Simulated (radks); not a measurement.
The numbers below are computed, except where a source is named.
Q: These are the eigenvalues of the occupied orbitals of an atom or ion with whole-number occupations (Ry). Level of theory: scalar-relativistic Kohn-Sham, PBEsol, spin-polarised, spherical densities, finite nucleus; Fermi nuclear charge, rms radius of each element as measured or else 0.836 A^(1/3) + 0.57 fm (a radial shooting solver on a logarithmic mesh with Libxc functionals).

1s: -751.6155
2s: -134.8893
2p: -124.0283
3s: -49.92184

Which element is it, and in what charge state? The configuration may be excited. Open shells, if any, are filled with parallel spins first.

A: Z = 30, zinc, charge +18: Zn18+ in [Ne] 3s2. The list shows which subshells hold electrons but not how many an open one holds; the 1s level, -375.81 hartree, gives Z - s = 27.4 by -(Z - s)^2/2, which with screening and relativity narrows Z to a few neighbours, and the depths of the outer levels then fix element, charge and occupations together.
